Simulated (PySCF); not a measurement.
Electronic absorption of C4H9PSi

Compound: C4H9PSi.
Geometry (GFN2-xTB, Å), atoms numbered from 1 in this order:
```xyz
15
C4H9PSi angstrom
C      0.5828   -1.5757    0.7762
Si    -0.1002    0.0895    0.1505
C     -1.3171   -0.1850   -1.2899
C      1.3234    1.2376   -0.3845
C     -1.0189    0.9072    1.5413
P     -1.7904    1.5922    2.7130
H     -0.2178   -2.2301    1.1071
H      1.2583   -1.4335    1.6141
H      1.1309   -2.0948   -0.0048
H     -1.7324    0.7558   -1.6380
H     -0.8283   -0.6621   -2.1344
H     -2.1460   -0.8180   -0.9882
H      2.0094    1.4221    0.4366
H      0.9471    2.1990   -0.7206
H      1.8947    0.8039   -1.2003
```

Level of theory: TDDFT B3LYP/def2-SVPD, vertical, gas phase, core orbitals frozen in the response in PySCF.

```json
{"state": "S1", "E (eV)": "4.18", "E (hartree)": "0.1537", "f": "0.0000", "main configurations (H = HOMO, L = LUMO)": "H-1/H→L/L+1 (98%)"}
{"state": "S2", "E (eV)": "4.45", "E (hartree)": "0.1635", "f": "0.0014", "main configurations (H = HOMO, L = LUMO)": "H-1/H→L/L+1 (≥86%)"}
{"state": "S3", "E (eV)": "4.45", "E (hartree)": "0.1635", "f": "0.0014", "main configurations (H = HOMO, L = LUMO)": "H-1/H→L/L+1 (≥86%)"}
{"state": "S4", "E (eV)": "6.05", "E (hartree)": "0.2224", "f": "0.0034", "main configurations (H = HOMO, L = LUMO)": "H-4→L/L+1 (≥94%)"}
{"state": "S5", "E (eV)": "6.05", "E (hartree)": "0.2224", "f": "0.0032", "main configurations (H = HOMO, L = LUMO)": "H-4→L/L+1 (≥95%)"}
{"state": "S6", "E (eV)": "6.14", "E (hartree)": "0.2257", "f": "0.0000", "main configurations (H = HOMO, L = LUMO)": "H-3/H-2→L/L+1 (≥86%)"}
{"state": "S7", "E (eV)": "6.15", "E (hartree)": "0.2259", "f": "0.360", "main configurations (H = HOMO, L = LUMO)": "H-3/H-2→L/L+1 (≥45%), H-1/H→L/L+1 (≥20%)"}
```

Triplets, Tamm–Dancoff:

```json
{"state": "T1", "E (eV)": "3.20", "λ (nm)": "387.6", "main configurations (H = HOMO, L = LUMO)": "H-1/H→L/L+1 (≥94%)"}
{"state": "T2", "E (eV)": "3.58", "λ (nm)": "345.9", "main configurations (H = HOMO, L = LUMO)": "H-1/H→L/L+1 (≥74%)"}
{"state": "T3", "E (eV)": "3.58", "λ (nm)": "345.9", "main configurations (H = HOMO, L = LUMO)": "H-1/H→L/L+1 (≥74%)"}
```

The lowest singlet lies at 4.18 eV (296 nm, ultraviolet) and is dark (f under 0.0005); its leading configuration is HOMO-1/HOMO→LUMO/LUMO+1 (98%). The strongest level in the table is S7 at 6.15 eV (202 nm, f = 0.360). It is the last of those listed, so stronger ones may follow. S2/S3, S4/S5 and S6/S7 lie within about 0.01 eV of each other in each set; the point group C3v has degenerate representations, and within a degenerate level the listed configurations can mix freely. Löwdin shares by element: HOMO (one of a set within 0.03 eV) carbon 48% or more, phosphorus 39%, silicon 6%; LUMO (one of a set within 0.03 eV) phosphorus 51%, carbon 38% or more, silicon 5%. The listed states span 1.97 eV, and the widest gap between neighbours is 1.60 eV (S3 to S4). Orbital energies (eV): HOMO-3 -8.70, HOMO-2 -8.70, HOMO-1 -7.39, HOMO -7.39, LUMO -1.62, LUMO+1 -1.61, LUMO+2 0.23. Of the 7 states listed, 1 reaches f = 0.01 and 2 stay under 0.0005. Orbitals of the list HOMO-3 to LUMO+2 that lie within 0.01 eV of each other are written together with a slash and their weights summed (≥ marks a lower bound); for degenerate orbitals outside that list single weights are arbitrary. Singlets were solved by full linear response, triplets in the Tamm–Dancoff approximation. The highest level found (6.23 eV, f 0.011 so far) is left out, since the window may have cut off a degenerate partner.

Cost: about 60 s of CPU time on one thread; the machine was shared, so the figure is rough.
